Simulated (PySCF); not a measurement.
# PbN at ROHF-MP2

Computed with ROHF-MP2; PySCF, scalar-relativistic core potentials, basis sets Pb def2-TZVPP with ECP60, N def2-TZVPP.

```
state                          : ²Π (doublet), unpaired electrons π ↑
bond length                    : 2.062 Å
harmonic wavenumber            : 603 cm⁻¹
force constant                 : 2.81 mdyn/Å
rotational constant Be         : 0.3022 cm⁻¹
anharmonicity ωexe             : 4.05 cm⁻¹
vibration–rotation constant αe : 0.00230 cm⁻¹
well depth De to Pb + N        : 2.09 eV
dissociation energy D0         : 2.05 eV
```

Correlated steps freeze 5 core orbitals. Spin–orbit coupling is left out, which matters for elements this heavy, above all for dissociation energies. The state was picked by a PBE0 search and need not be the measured ground state.
